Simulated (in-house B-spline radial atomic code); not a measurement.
Configurations of Zr IV (Zr3+), with energies counted from [Kr] (4d3/2)1. Computed with an all-electron radial atomic-structure program (B-spline basis): Dirac-Hartree-Fock, average of each configuration as written, Fermi nucleus of rms radius 4.2694 fm. Energies include first-order Breit, QED and recoil terms.

Occupations are held fixed; configurations that lie above the ionisation limit could autoionise.

```json
{"configuration": "[Kr] (4d5/2)1", "E - E(ref) (eV)": "0.14043", "highest orbital": "4d5/2", "its <r> (bohr)": "1.848"}
{"configuration": "[Ar] 3d10 4s2 (4p1/2)1 (4p3/2)4 (4d3/2)1 (7f7/2)1", "E - E(ref) (eV)": "63.402", "highest orbital": "7f7/2", "its <r> (bohr)": "15.93"}
{"configuration": "[Ar] (3d3/2)4 (3d5/2)5 4s2 4p6 (4d3/2)1 (5g9/2)1", "E - E(ref) (eV)": "210.02", "highest orbital": "5g9/2", "its <r> (bohr)": "6.856"}
{"configuration": "[Ar] (3d3/2)3 (3d5/2)6 4s2 4p6 (4d5/2)1 (7p1/2)1", "E - E(ref) (eV)": "212.81", "highest orbital": "7p1/2", "its <r> (bohr)": "9.415"}
{"configuration": "[Ar] (3d3/2)3 (3d5/2)6 4s2 4p6 (4d5/2)1 (7g9/2)1", "E - E(ref) (eV)": "216.89", "highest orbital": "7g9/2", "its <r> (bohr)": "15.82"}
```

Task: Order these further configurations by energy, lowest first.
A. [Ar] 3d10 4s2 (4p1/2)1 (4p3/2)4 (4d5/2)1 (5g7/2)1
B. [Ar] 3d10 4s2 (4p1/2)1 (4p3/2)4 (4d5/2)1 (6g7/2)1
C. [Kr] 7s1
D. [Ar] 3d10 4s2 (4p1/2)2 (4p3/2)3 (4d3/2)1 (7g9/2)1
E. [Kr] (5p1/2)1

Result: E (9.8217 eV), C (23.96 eV), A (58.293 eV), D (60.636 eV), B (60.954 eV).
